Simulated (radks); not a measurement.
Task: Species: Sb. Configuration: [Kr] 4d10 5s2 5p3. Calculated with a radial shooting solver on a logarithmic mesh with Libxc functionals: scalar-relativistic Kohn-Sham, LDA (Slater exchange, VWN5 correlation), spin-polarised, spherical densities, point nucleus; open shells are filled with parallel spins first (spin-orbit coupling, left out, can overturn this in heavy ions). Some entries of the table are withheld. Estimate them.

orbital,occ.,eigenvalue (Ry),<r^2> (bohr^2)
1s up,1,-2224.847,0.001096
1s down,1,-2224.842,0.001096
2s up,1,-338.6097,0.01776
2s down,1,-338.6074,0.01776
2p up,3,-304.1649,0.01402
2p down,3,-304.1612,0.01402
3s up,1,-66.33376,0.1253
3s down,1,-66.32939,0.1253
3p up,3,-55.10470,0.1257
3p down,3,-55.09994,0.1257
3d up,5,-37.91781,0.1108
3d down,5,-37.91342,0.1108
4s up,1,-10.90164,0.7079
4s down,1,-10.89210,0.7073
4p up,3,-7.45615,(1)
4p down,3,-7.44515,(2)
4d up,5,-2.46026,1.269
4d down,5,-2.43821,1.249
5s up,1,-0.99960,5.610
5s down,1,-0.88367,5.590
5p up,3,-0.40620,9.532
5p down,0,-0.28984,10.52

Result: 
(1) 4p up <r^2> (bohr^2): 0.8312
(2) 4p down <r^2> (bohr^2): 0.8293
